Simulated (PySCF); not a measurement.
In(Cl)3 anion (Cl3In), SMILES [Cl][In]([Cl])[Cl] (connectivity only; charge and spin as stated), charge -1, multiplicity 2.

The structure is a stationary point at PBE-D3(BJ)/def2-SVPD. The spin state was assumed, not searched. The isomer is the one that the SMILES or the coordinates give; other isomers of the formula were not compared. The def2 effective core potentials stand for the cores of In; spin–orbit coupling is left out.

These are CAM-B3LYP/def2-TZVPD (PySCF) values and carry that method's errors.

Isolated molecule, no solvent.

| Item | Value |
|---|---|
| total energy | -1571.04434 hartree |
| point group | C3v |
| α spin, highest occupied and lowest empty level | -3.19 and 3.59 eV |
| β spin, highest occupied and lowest empty level | -5.65 and 1.20 eV |
| dipole moment about the centre of nuclear charge | 2.68 D |
| mean static polarisability | 108.9 bohr³ (16.14 Å³) |
| polarisability, principal values | 88.9, 119.0, 119.0 bohr³ |
| ⟨S²⟩ | 0.754 (pure state 0.75) |
